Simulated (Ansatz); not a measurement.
Reactions of `[F][Al]1[CH2][SiH2][CH2]1`.

Gas-phase electronic energies from Ansatz, PBE0-D4/def2-TZVP geometries. CCSD(T)/CBS adds triple-zeta CCSD(T) − MP2 to the extrapolated MP2 energy (def2 sets, frozen cores). This one scheme is used for every species, atoms too. Functionals use def2-TZVPP. B3LYP here is the variant with VWN-RPA as its local correlation; programs differ in this. No spin–orbit coupling; open shells (•) take unrestricted orbitals. Spin–orbit coupling would lower the free atoms: a little for Al, C, F, Si. One conformer a species, not always the lowest.

```json
{"reaction": "`[F][Al]1[CH2][SiH2][CH2]1` + H₂ → `[CH2]1[AlH][CH2][SiH2]1` + H–F", "B3LYP-D4 (kcal/mol)": "42.6"}
{"reaction": "`[F][Al]1[CH2][SiH2][CH2]1` → `F/[C]([AlH2])=C\\[SiH3]`", "B3LYP-D4 (kcal/mol)": "83.5"}
{"reaction": "`[F][Al]1[CH2][SiH2][CH2]1` → `C=[CH][Al]([F])[SiH3]`", "B3LYP-D4 (kcal/mol)": "21.3"}
{"reaction": "`[F][Al]1[CH2][SiH2][CH2]1` → `C=C(F)[SiH2][AlH2]`", "B3LYP-D4 (kcal/mol)": "87.4"}
{"reaction": "`[F][Al]1[CH2][SiH2][CH2]1` → `F[CH]1[CH2][Al]1[SiH3]`", "B3LYP-D4 (kcal/mol)": "106.0"}
{"reaction": "`[F][Al]1[CH2][SiH2][CH2]1` → Al• + 2 C• + F• + 6 H• + Si•", "B3LYP-D4 (kcal/mol)": "970.2"}
{"reaction": "`[F][Al]1[CH2][SiH2][CH2]1` → `[CH3][Al]1[CH2][SiH]1F`", "B3LYP-D4 (kcal/mol)": "39.0"}
```

(1) Give the CCSD(T)/CBS values in the same order. (Best estimate.)

Largest T1 diagnostic: 0.018, for Al•.

Results:

(1) Ansatz gave: 41.5, 89.6, 24.1, 93.1, 110.2, 976.5, 40.0 kcal/mol.
